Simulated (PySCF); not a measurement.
Cl₂Ge, triplet, at a GFN2-xTB geometry (the spin is typed, not shown lowest); PBE/aug-cc-pVDZ in PySCF.

The PySCF input:
```python
from pyscf import gto, scf, dft

mol = gto.Mole()
mol.atom = '''
    Ge   -0.000369   -0.008595    0.641623
    Cl    1.143597    1.442268   -0.584010
    Cl   -1.142902   -1.426089   -0.623751
'''
mol.basis = 'aug-cc-pvdz'
mol.charge = 0
mol.spin = 2
mol.verbose = 4
mol.build()

mf = dft.UKS(mol)
mf.xc = 'pbe'
mf.kernel()
```

The log (banner, timings and long lists left out):

```
PySCF version 2.14.0

[INPUT] verbose = 4
[INPUT] num. atoms = 3
[INPUT] num. electrons = 66
[INPUT] charge = 0
[INPUT] spin (= nelec alpha-beta = 2S) = 2
[INPUT] symmetry False subgroup None
[INPUT] Mole.unit = angstrom
[INPUT] Symbol           X                Y                Z      unit          X                Y                Z       unit  Magmom
[INPUT]  1 Ge    -0.000369000000  -0.008595000000   0.641623000000 AA   -0.000697308940  -0.016242196041   1.212491745222 Bohr   0.0
[INPUT]  2 Cl     1.143597000000   1.442268000000  -0.584010000000 AA    2.161085126874   2.725491518224  -1.103618954007 Bohr   0.0
[INPUT]  3 Cl    -1.142902000000  -1.426089000000  -0.623751000000 AA   -2.159771767218  -2.694917639255  -1.178718559924 Bohr   0.0

nuclear repulsion = 301.364730859497
number of shells = 25
number of NR pGTOs = 186
number of NR cGTOs = 90
basis = aug-cc-pvdz
ecp = {}

******** <class 'pyscf.dft.uks.UKS'> ********
method = UKS
initial guess = minao
damping factor = 0
level_shift factor = 0
DIIS = <class 'pyscf.scf.diis.CDIIS'>
diis_start_cycle = 1
diis_space = 8
diis_damp = 0
SCF conv_tol = 1e-09
SCF conv_tol_grad = None
SCF max_cycles = 50
direct_scf = True
direct_scf_tol = 1e-13
number electrons alpha = 34  beta = 32
XC library pyscf.dft.libxc version 7.1.2
    S. Lehtola, C. Steigemann, M. J. T. Oliveira, and M. A. L. Marques,  SoftwareX 7, 1–5 (2018)
XC functionals = pbe
    J. P. Perdew, K. Burke, and M. Ernzerhof,  Phys. Rev. Lett. 77, 3865 (1996)
    J. P. Perdew, K. Burke, and M. Ernzerhof,  Phys. Rev. Lett. 78, 1396 (1997)
    J. P. Perdew, K. Burke, and M. Ernzerhof,  Phys. Rev. Lett. 77, 3865 (1996)
    J. P. Perdew, K. Burke, and M. Ernzerhof,  Phys. Rev. Lett. 78, 1396 (1997)
radial grids:
    Treutler-Ahlrichs [JCP 102, 346 (1995); DOI:10.1063/1.469408] (M4) radial grids

becke partition: Becke, JCP 88, 2547 (1988); DOI:10.1063/1.454033
pruning grids: <function nwchem_prune>
grids dens level: 3
symmetrized grids: False
atomic radii adjust function: <function treutler_atomic_radii_adjust>
small_rho_cutoff = 0
Set gradient conv threshold to 3.16228e-05
tot grids = 58400
init E= -2996.26341184947

cycle= 1 E= -2996.63713431948  delta_E= -0.374  |g|= 0.288  |ddm|= 1.19

cycle= 2 E= -2996.34540304571  delta_E= 0.292  |g|= 0.693  |ddm|= 1.03

cycle= 3 E= -2996.68890651845  delta_E= -0.344  |g|= 0.0527  |ddm|= 0.775

cycle= 4 E= -2996.6906217311  delta_E= -0.00172  |g|= 0.0205  |ddm|= 0.0796

cycle= 5 E= -2996.69091030194  delta_E= -0.000289  |g|= 0.00401  |ddm|= 0.0188

cycle= 6 E= -2996.69092149718  delta_E= -1.12e-05  |g|= 0.000972  |ddm|= 0.00544

cycle= 7 E= -2996.69092204432  delta_E= -5.47e-07  |g|= 0.000382  |ddm|= 0.0014

cycle= 8 E= -2996.69092216362  delta_E= -1.19e-07  |g|= 0.000101  |ddm|= 0.000556

cycle= 9 E= -2996.69092216962  delta_E= -6e-09  |g|= 4.23e-05  |ddm|= 0.000138

cycle= 10 E= -2996.69092216977  delta_E= -1.46e-10  |g|= 4.04e-05  |ddm|= 9.74e-05

cycle= 11 E= -2996.69092217105  delta_E= -1.28e-09  |g|= 3.95e-06  |ddm|= 5.08e-05

cycle= 12 E= -2996.69092217108  delta_E= -2.59e-11  |g|= 9.04e-07  |ddm|= 7.11e-06

Extra cycle  E= -2996.69092217107  delta_E= 1.09e-11  |g|= 1.33e-06  |ddm|= 2.43e-06
converged SCF energy = -2996.69092217107  <S^2> = 2.0026818  2S+1 = 3.0017873
```
